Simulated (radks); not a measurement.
Q: Radial electron density D(r) = 4 pi r^2 rho(r) of an atom or ion with 68 electrons. All-electron calculation, non-relativistic Kohn-Sham, TPSS, spin-polarised, spherical densities, point nucleus; meta-GGA in the generalised Kohn-Sham scheme. Program: a radial shooting solver on a logarithmic mesh with Libxc functionals.

r (bohr)  D(r) (e/bohr)    spin D(r)
0.000869          1.892   0.00000158
0.001012          2.515   0.00000210
0.001187          3.382   0.00000282
0.001382          4.464   0.00000372
0.001622          5.950   0.00000496
0.001888          7.777   0.00000647
0.002216          10.24   0.00000851
0.0026            13.39    0.0000111
0.003027          17.12    0.0000142
0.003552          21.96    0.0000181
0.004135          27.50    0.0000226
0.004853          34.36    0.0000281
0.005649          41.82    0.0000340
0.00663           50.46    0.0000406
0.00778           59.54    0.0000474
0.009057          68.04    0.0000533
0.01063           76.11    0.0000584
0.01237           82.14    0.0000615
0.01452           86.00    0.0000626
0.0169            86.89    0.0000614
0.01984           85.15    0.0000582
0.02328           81.80    0.0000531
0.0271            79.04    0.0000440
0.0318            79.00    0.0000212
0.03702           83.49   -0.0000301
0.04345           93.15    -0.000138
0.05058           104.8    -0.000284
0.05936           115.2    -0.000328
0.06965           118.8     0.000349
0.08109           114.0      0.00317
0.09516           103.5       0.0121
0.1108            95.15       0.0330
0.13              94.47       0.0809
0.1513            101.0        0.169
0.1776            106.8        0.335
0.2084            100.8        0.605
0.2426            82.88        0.971
0.2847            61.39         1.46
0.3315            50.75         1.98
0.389             53.01         2.46
0.4528            59.25         2.74
0.5314            58.70         2.76
0.6236            48.02         2.50
0.726             34.20         2.09
0.852             22.52         1.60
0.9918            16.19         1.15
1.164             12.76        0.745
1.355             10.25        0.440
1.59              7.395        0.216
1.866             4.622       0.0844
2.172             2.601       0.0261
2.549             1.361      0.00532
2.968            0.8522      0.00100
3.483            0.6795   -0.0000589
4.054            0.5946     -0.00108
4.758            0.4706     -0.00200
5.583            0.3002     -0.00215
6.5              0.1569     -0.00155
7.628           0.06415    -0.000857
8.88            0.02197    -0.000389
10.42          0.005366    -0.000124
12.13          0.001036   -0.0000300
14.24         0.0001286  -0.00000456

What is the nuclear charge?

A: Z = 68. The innermost maximum, from 1s, lies near 1/Z = 0.0147 bohr (found: 0.0165), and its height grows with Z. The density is that of neutral erbium in [Xe] 4f12 6s2; the configuration itself is not fixed sharply by these data, and Z only to a few units. D(r) has 4 maxima, at r = 0.0165, 0.0685, 0.180, 0.487 bohr, and minima at 0.0296, 0.121, 0.348 bohr, inside which lie 1.97, 11.39, 29.85 electrons.
